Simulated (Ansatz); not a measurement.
The first iterations of a band of BFH2O + H2S (8 atoms, charge 0, multiplicity 1).

Level of theory: RHF/def2-SVP in Ansatz 0.2.0.

| Item | Value |
| --- | --- |
| movable images | 5 |
| climbing image | yes |
| spring | 5.0 eV/Å² |
| optimiser | quadratic models (default) |
| start path | through a guess of the saddle point |
| force threshold | 0.05 eV/Å |
| iteration limit | 60 |
| end points | relaxed |

First end point:

```xyz
8
Properties=species:S:1:pos:R:3
B -0.045 -0.391 0.117
O -0.374 -0.951 1.285
H -1.288 -1.164 1.377
F 1.219 -0.067 -0.070
H -0.828 -0.199 -0.768
S -0.036 2.939 1.506
H 1.119 2.641 0.909
H 0.238 2.221 2.599
```

Last end point:

```xyz
8
Properties=species:S:1:pos:R:3
B 0.182 0.745 -0.204
O -0.423 -0.408 2.102
H -1.129 -1.033 2.173
F 1.331 0.113 -0.252
H -0.795 0.259 -0.687
S 0.108 2.471 0.374
H 1.380 2.575 0.770
H -0.648 0.307 2.681
```

| iteration | highest image above the first end (eV) | largest band force component (eV/Å) |
| --- | --- | --- |
| 1 | 7.801 | 36.765 |
| 2 | 3.311 | 7.964 |
| 3 | 2.785 | 3.407 |
| 4 | 2.455 | 3.687 |
| 5 | 2.190 | 1.444 |
| 6 | 1.791 | 1.966 |
| 7 | 1.462 | 1.731 |

Problem. Does the band converge within its limit, and where does its top end?

Solution. The forces met the threshold. It ended after 21 iterations with the highest image 2.044 eV above the first end. Neighbouring images differ by up to 1.4 eV, so the band resolves the path poorly. A vibrational analysis at the climbing image gives one clearly imaginary mode, 1760i cm⁻¹: a first-order saddle point. The orbitals stay closed-shell, which can raise the energy where a bond breaks towards radicals; this wasn't checked here.

The run took 50 s on 2 threads of Arm Neoverse V2 (shared host), peak memory 0.14 GiB.
